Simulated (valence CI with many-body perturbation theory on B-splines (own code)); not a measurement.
Values are calculated unless marked as measured or tabulated.
# Basis-set convergence for Tc V

Method: configuration interaction combined with many-body perturbation theory (CI+MBPT): three valence electrons over a frozen Dirac-Fock core [Kr], a basis of 7 s, 7 p, 8 d, 6 f, 4 g, 1 h functions for each j, with the one-electron correlation potential Σ1 (screened to all orders), the two-electron term Σ2, the three-electron term Σ3, Breit, model QED; selected single and double excitations, second order for the rest, scaled by the run's own slope (own B-spline code, finite nucleus).

No measured spectrum was set against this ion. As an estimate, terms of the open shell hold to 2 to 4 % of their energy, and close levels can change places; different configurations can be misplaced against each other by 1,000 to 8,000 cm⁻¹. Only levels of the ground parity were solved; by the run's estimate the other parity begins above the list, which can be wrong where configurations are misplaced.

The reference run has the lowest level 4d³ ⁴F_3/2 and an ionisation energy of 57.2574 eV. Its largest variational space holds 10395 state functions.

Names give the largest LS component (configuration and term), which can be under half, so a name can repeat, a term be missing and a line seem to break the LS rules; names also repeat where a configuration has a term twice. Letters in brackets count levels of one name in rising energy.

Changed runs:
A. basis 6 s, 6 p, 5 d, 5 f, 1 g
B. basis 5 s, 5 p, 4 d, 4 f

Excitation energies of the reference run in cm⁻¹, and shifts in cm⁻¹:

```csv
Level,Reference,A,B
4d³ ⁴F_5/2,1091,-3.9,-7.3
4d³ ⁴F_7/2,2437,-5.5,-7.4
4d³ ⁴F_9/2,3928,-2.9,+4.1
4d³ ⁴P_3/2,12637,+88,+399
4d³ ⁴P_1/2,12663,+67,+342
4d³ ²G_7/2,13814,+211,+749
4d³ ⁴P_5/2,14398,+56,+311
4d³ ²G_9/2,14620,+211,+798
4d³ ²D_3/2 [a],17679,+235,+754
4d³ ²P_1/2,18230,+240,+907
4d³ ²H_9/2,18844,+216,+963
4d³ ²H_11/2,19102,+220,+1026
Ionisation energy (eV),57.2574,-0.0280,-0.0456
```
